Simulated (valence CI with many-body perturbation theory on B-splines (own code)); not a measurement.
The numbers below are computed, except where a source is named.
Hyperfine factors and g values of Er³⁴⁺

Method: valence CI with perturbative core correlation (CI+MBPT): six valence electrons over a frozen Dirac-Fock core [Ar] 3d10, radial functions for each j: 9 s, 9 p, 8 d, 6 f, 3 g, 1 h, with the one-electron correlation potential Σ1 (screened to all orders), the two-electron term Σ2, the three-electron term Σ3, Breit, model QED; selected single and double excitations, second order for the rest, scaled by the run's own slope (own B-spline code, finite nucleus).

The last digits are not significant, and no measured levels were compared; by estimate large intervals hold to a few tenths of a per cent, small ones and those within an open d or f shell to about a per cent. Among the levels kept, up to 650 cm⁻¹ of a level comes from second order outside the variational space, and about a tenth of that is noise between levels of different J, which matters for small intervals.

A/g_I is the dipole constant over the nuclear g factor μ/I (μ in nuclear magnetons, uniformly magnetised nucleus), B/Q the quadrupole constant per barn. Both hold the static response of the core; the bare values leave it out. Large factors of s and p1/2 electrons are usually good to 5 to 10 %; those of open d and f shells near neutrality can be off by tens of per cent, and small factors of p3/2, d and f electrons come from cancelling terms and can be off by a factor of two or in sign, in half-filled shells by more. B is blank for J = 1/2, where it vanishes, and for nearly pure S terms. Energies count from the lowest level. Levels with J = 0 are left out.

Levels are named by their leading jj configuration (3d3/2^4 stands for four electrons in 3d with j = 3/2), which in mixed levels can hold well under half, so a name can repeat and another be missing. Letters in brackets count levels of one name in rising energy.

| Level | E (cm⁻¹) | g | A/g_I (MHz) | A/g_I bare | B/Q (MHz/b) | B/Q bare |
| --- | --- | --- | --- | --- | --- | --- |
| (4s^2 4p1/2^2 4p3/2^2) J=2 | 0 | 1.351 | 38400 | 36800 | 11400 | 11000 |
| (4s^2 4p1/2 4p3/2^3) J=1 | 464140 | 1.498 | -27000 | -26500 | -38200 | -36800 |
| (4s^2 4p1/2 4p3/2^3) J=2 | 496480 | 1.142 | 106000 | 102000 | -88100 | -84900 |
| (4s^2 4p1/2^2 4p3/2 4d3/2) J=2 | 1060000 | 1.128 | 49800 | 48200 | -3740 | -3600 |
| (4s^2 4p1/2^2 4p3/2 4d3/2) J=1 | 1071600 | 1.170 | 3490 | 3520 | -26800 | -25900 |
| (4s^2 4p1/2^2 4p3/2 4d3/2) J=3 | 1089300 | 1.147 | 26800 | 26100 | 65700 | 63500 |
| (4s 4p1/2^2 4p3/2^3) J=2 | 1112800 | 1.341 | 157000 | 151000 | -64600 | -62200 |
| (4s^2 4p1/2^2 4p3/2 4d5/2) J=4 | 1177100 | 1.279 | 18000 | 17600 | 72500 | 70100 |
| (4s 4p1/2^2 4p3/2^3) J=1 | 1238000 | 1.300 | -104000 | -99700 | -17400 | -16700 |
| (4s^2 4p1/2^2 4p3/2 4d5/2) J=2 | 1250000 | 1.336 | 84600 | 82000 | -55100 | -53100 |
| (4s^2 4p1/2^2 4p3/2 4d5/2) J=3 | 1267700 | 1.157 | 17400 | 17000 | 16500 | 16100 |
| (4s^2 4p1/2^2 4p3/2 4d5/2) J=1 | 1319700 | 0.920 | -41300 | -39200 | 5640 | 5510 |
| (4s^2 4p1/2 4p3/2^2 4d3/2) J=1 [a] | 1496300 | 0.995 | 83700 | 80900 | -13400 | -12900 |
| (4s^2 4p1/2 4p3/2^2 4d3/2) J=2 [a] | 1500400 | 1.030 | 60300 | 58400 | -45200 | -43600 |
| (4s^2 4p1/2 4p3/2^2 4d3/2) J=3 [a] | 1525000 | 1.105 | 60500 | 58600 | -11400 | -11000 |
| (4s^2 4p1/2 4p3/2^2 4d3/2) J=4 | 1557400 | 1.068 | 64100 | 62000 | 10900 | 10700 |
| (4s^2 4p1/2 4p3/2^2 4d3/2) J=2 [b] | 1594100 | 0.850 | 81300 | 79000 | 40700 | 39400 |
| (4s^2 4p1/2 4p3/2^2 4d5/2) J=1 [a] | 1598400 | 1.012 | 298000 | 288000 | -7540 | -7250 |
| (4s^2 4p1/2 4p3/2^2 4d5/2) J=3 [a] | 1598800 | 1.338 | -13200 | -12500 | 16500 | 16000 |
| (4s^2 4p1/2 4p3/2^2 4d5/2) J=4 [a] | 1605800 | 1.288 | -3250 | -2960 | 39200 | 38000 |
| (4s^2 4p1/2 4p3/2^2 4d5/2) J=4 [b] | 1644600 | 1.175 | 53500 | 51700 | -3110 | -2870 |
| (4s^2 4p1/2 4p3/2^2 4d5/2) J=5 | 1656800 | 1.197 | 49800 | 48200 | 16000 | 15700 |
| (4s^2 4p1/2 4p3/2^2 4d3/2) J=1 [b] | 1659900 | 1.481 | 76900 | 73900 | 11000 | 10600 |
| (4s^2 4p1/2 4p3/2^2 4d3/2) J=2 [c] | 1662800 | 1.296 | 47900 | 46300 | 7330 | 6940 |
| (4s^2 4p1/2 4p3/2^2 4d3/2) J=3 [b] | 1669000 | 1.179 | 11100 | 10800 | 6290 | 6210 |
| (4s^2 4p1/2 4p3/2^2 4d5/2) J=2 [a] | 1711600 | 1.265 | -36000 | -34300 | 66000 | 63700 |
| (4s^2 4p1/2 4p3/2^2 4d3/2) J=1 [c] | 1717800 | 1.045 | -42200 | -40200 | -12800 | -12200 |
| (4s^2 4p1/2 4p3/2^2 4d5/2) J=3 [b] | 1735300 | 1.130 | 58000 | 56300 | 73400 | 70900 |
| (4s^2 4p1/2 4p3/2^2 4d5/2) J=2 [b] | 1758900 | 1.064 | 57800 | 56200 | 10600 | 10200 |
| (4s^2 4p1/2 4p3/2^2 4d5/2) J=1 [b] | 1770000 | 1.039 | 52000 | 50700 | 12600 | 12200 |
| (4s^2 4p1/2 4p3/2^2 4d5/2) J=3 [c] | 1788800 | 1.055 | 62200 | 60200 | -48900 | -47000 |
| (4s^2 4p1/2 4p3/2^2 4d5/2) J=1 [c] | 1817500 | 1.358 | 256000 | 247000 | -16000 | -15400 |
| (4s^2 4p1/2 4p3/2^2 4d5/2) J=2 [c] | 1818200 | 1.206 | 1650 | 1730 | -58900 | -56700 |

Take the isotope of mass number 167, with I = 7/2, μ = -0.5623 μN and Q = 3.57 b. What is the hyperfine structure of (4s^2 4p1/2^2 4p3/2 4d3/2) J=2?

From the table A = -8000 MHz, B = -13400 MHz. Shifts from the centre of gravity in MHz: F = 3/2: 64800, F = 5/2: 50800, F = 7/2: 27800, F = 9/2: -7450, F = 11/2: -59400.
